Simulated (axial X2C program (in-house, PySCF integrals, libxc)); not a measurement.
**Spin–orbit effects down a group: molecules with H (ions), HF**

All values come from calculations with an in-house all-electron X2C program for linear molecules (integrals from PySCF), spin-free (one-electron X2C) or two-component (2c: spin–orbit coupling with atomic mean-field Coulomb and Gaunt terms, which also bring small scalar terms), in Dyall basis sets with cores contracted in-house; open shells are unrestricted.

Basis sets: Ba dyall-av3z, Be dyall-av3z, H dyall-av3z, Mg dyall-av3z.

```csv
molecule,spin-free state,Re (Å),ωe (cm⁻¹),De (eV),2c state,Re 2c (Å),ωe 2c (cm⁻¹),De 2c (eV)
BeH⁻,"M_S = 0, Λ = 0",1.412,1706.7,2.00,Ω = 0,1.412,1706.6,2.00
MgH⁻,"M_S = 0, Λ = 0",1.856,1164.0,1.48,Ω = 0,1.856,1163.8,1.48
BaH⁻,"M_S = 0, Λ = 0",2.404,969.4,n/a,Ω = 0,2.402,969.7,n/a
```

(1) Work out the shifts from the spin-free to the two-component result.

Fragments in 2c: Be + H-, Mg + H-, Ba- + H. Each entry is the lowest single determinant of a limited PBE0 search at one distance. De goes to single-determinant-based atoms at the same level (for ions the charge split of lowest energy) and is withheld (n/a) where an atom does not fit its ground term or J level. Main or longest-lived isotopes. One determinant is a doubtful description, or other states lie close, for BeH⁻, BaH⁻; these need not be ground states, and all values refer to the states named.

Results:

(1) 

```csv
molecule,2c state,ΔRe (Å),Δωe (cm⁻¹),ΔDe (eV)
BeH⁻,Ω = 0,0.000,-0.1,0.00
MgH⁻,Ω = 0,0.000,-0.2,0.00
BaH⁻,Ω = 0,-0.002,0.3,n/a
```

Shifts of one unit in the last digit are rounding.
